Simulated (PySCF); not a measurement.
Isomers of C6H12OSi2 side by side.

PySCF, CAM-B3LYP/def2-SVPD, density fitting, gas phase; each molecule at its own PBE0-D3(BJ)/def2-SVP geometry, one conformer. Singlet excitations by full TDDFT with frozen cores and triplets by Tamm–Dancoff TDDFT. 

Torsions of the conformers computed, which needn't be the lowest (atom-mapped SMILES):
- `[CH3:1][C:2]#[C:3][Si@H:4]([O:5][SiH3:6])[CH:7]1[CH2:8][CH2:9]1`: C3–Si4–O5–Si6 -47°, C3–Si4–C7–C8 -33°
- `[CH:1]#[C:2][SiH2:3][O:4][SiH2:5][CH:6]1[CH2:7][CH2:8][CH2:9]1`: C2–Si3–O4–Si5 38°, Si3–O4–Si5–C6 53°, O4–Si5–C6–C7 -170°
- `[CH3:1][CH2:2][Si:3]1([OH:4])[CH:5]=[CH:6][SiH2:7][CH:8]=[CH:9]1`: C1–C2–Si3–O4 59°, H–O4–Si3–C2 -178°

The conformers of `CC#C[Si@@H]1O[SiH2]C[C@@H]1C`, `CC#C[Si@@H]1O[SiH2]C[C@H]1C` and `C#C[Si@]1(OC)CCC[SiH2]1` aren't listed.

Reference: `CC#C[Si@H](O[SiH3])C1CC1`, with HOMO energy -9.01 eV, LUMO energy 0.84 eV, lowest singlet excitation 5.87 eV, lowest triplet excitation 4.91 eV and mean polarisability 121.0 au.

Changes against it:

| molecule | Δ electronic energy (kcal/mol) | Δ HOMO energy (eV) | Δ LUMO energy (eV) | Δ lowest singlet excitation (eV) | Δ lowest triplet excitation (eV) | Δ mean polarisability (au) |
| --- | --- | --- | --- | --- | --- | --- |
| CC#C[Si@@H]1O[SiH2]C[C@H]1C | -23.2 | +0.21 | -0.01 | -0.16 | -0.06 | +1.5 |
| CC[Si]1(O)C=C[SiH2]C=C1 | -15.4 | -0.02 | -0.86 | -0.51 | -0.90 | +2.0 |
| C#C[Si@]1(OC)CCC[SiH2]1 | +18.0 | +0.77 | -0.32 | -0.50 | -0.12 | +3.8 |

Rows whose labels were lost:

| row | Δ electronic energy (kcal/mol) | Δ HOMO energy (eV) | Δ LUMO energy (eV) | Δ lowest singlet excitation (eV) | Δ lowest triplet excitation (eV) | Δ mean polarisability (au) |
| --- | --- | --- | --- | --- | --- | --- |
| P | +9.0 | -0.09 | -0.37 | -0.05 | -0.05 | -3.3 |
| Q | -23.5 | +0.15 | +0.01 | -0.10 | -0.05 | +0.2 |

**Question.** Which row belongs to which of `CC#C[Si@@H]1O[SiH2]C[C@@H]1C` and `C#C[SiH2]O[SiH2]C1CCC1`?

**Answer.** P = `C#C[SiH2]O[SiH2]C1CCC1` and Q = `CC#C[Si@@H]1O[SiH2]C[C@@H]1C`. P and Q are told apart most clearly by the electronic energy (+9.0 against -23.5 kcal/mol); Q comes close to the labelled row of `CC#C[Si@@H]1O[SiH2]C[C@H]1C` in every column.

**Question.** Which row has the smallest HOMO–LUMO gap and which the largest, and does the HOMO or the LUMO shift more there?

**Answer.** Smallest, counted from the reference: `C#C[Si@]1(OC)CCC[SiH2]1`, -1.09 eV (HOMO +0.77, LUMO -0.32), the larger shift being that of the HOMO. Largest: Q, -0.14 eV (HOMO +0.15, LUMO +0.01), the larger shift being that of the HOMO. The gap of the reference itself lies above all of them.
